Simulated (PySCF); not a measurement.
I₃In, charge +1, doublet, at a GFN2-xTB geometry (such geometries of metal compounds can be far from the true shape) (a state made from the parent by changing its charge; the spin is typed, not shown lowest) (all electrons, no relativity). Base run: B3LYP/STO-3G run with PySCF.

Input for PySCF:
```python
from pyscf import gto, scf, dft

mol = gto.M(
    atom='''
In   -0.00000000    0.00000000    0.00000000
I     2.59339744   -0.42076413   -0.82340452
I    -0.95084291   -1.26327639    2.25405818
I    -1.64255453    1.68404052   -1.43065366
''',
    basis='sto-3g',
    charge=1,
    spin=1,
    verbose=4,
)

mf = dft.UKS(mol)
mf.xc = 'b3lyp'
mf.kernel()
mo_i, mo_e, stable_i, stable_e = mf.stability(internal=True, external=False, return_status=True, nroots=6, tol=1e-6)
print('internally stable:', stable_i, ' externally stable:', stable_e)
if not stable_i:
    umf = mf.copy()
    umf.scf_summary = {}
    umf.kernel(umf.make_rdm1(mo_i, mf.mo_occ))
mf.analyze()
```

The bond that is stretched is that between atoms 4 and 1. A test that says stable can miss a lower solution.

The base run was repeated with changes; each row names its change, and settings that it needs were set with it.

| change | ΔE vs base (eV) | <S^2> | E after following the instability (Eh) | <S^2> there | stability test says | outcome |
|---|---|---|---|---|---|---|
| base | 0.00 | 0.751 | - | - | internally stable (external not tested) | converged |
| bond × 1.25 | 1.30 | 0.752 | -26243.26712 | 0.75 | internal instability | converged |
| bond × 1.5 | 2.08 | 0.756 | -26243.23866 | 0.76 | internal instability | converged |
| bond × 1.8 | 2.43 | 0.792 | - | - | internally stable (external not tested) | converged |
| bond × 2.2 | - | - | - | - | - | not converged |
| bond × 3.0 | - | - | - | - | - | not converged |

On stretching, the SCF can end on different states; <S^2> shows the spin contamination of each.
